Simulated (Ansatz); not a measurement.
The cluster As2P⁺. Total charge 1; triplet. Geometry PBE0-D4/def2-TZVP, that of the neutral doublet; atoms count from 1.

Cartesian coordinates in Å:
```
P -0.822 -0.013 -0.885
As 1.167 0.666 -0.272
As -0.344 -0.653 1.157
```

At PBE0-D4/def2-TZVP a singlet of charge 1 lies 1.53 eV below the triplet at the same geometry. The structure comes from a short search, and lower isomers may exist.

Question: Estimate the Mulliken populations from the PBE0/def2-TZVP orbitals of Ansatz.

Answer: 
| atom | charge (e) | spin (α − β) |
| --- | --- | --- |
| P1 | 0.24 | -0.18 |
| As2 | 0.38 | 1.09 |
| As3 | 0.38 | 1.10 |
Mulliken values depend strongly on the basis.

Question: Where does the spin sit?

Answer: Summed by element: P -0.18, As 2.18, of 2 unpaired in all. Largest on single atoms: As3 1.10, As2 1.09, P1 -0.18.

Question: And the Mayer bond orders between heavy atoms (over 0.3)?

Answer: P1–As2 1.50 (2.19 Å); P1–As3 1.49 (2.19 Å); As2–As3 0.80 (2.46 Å).
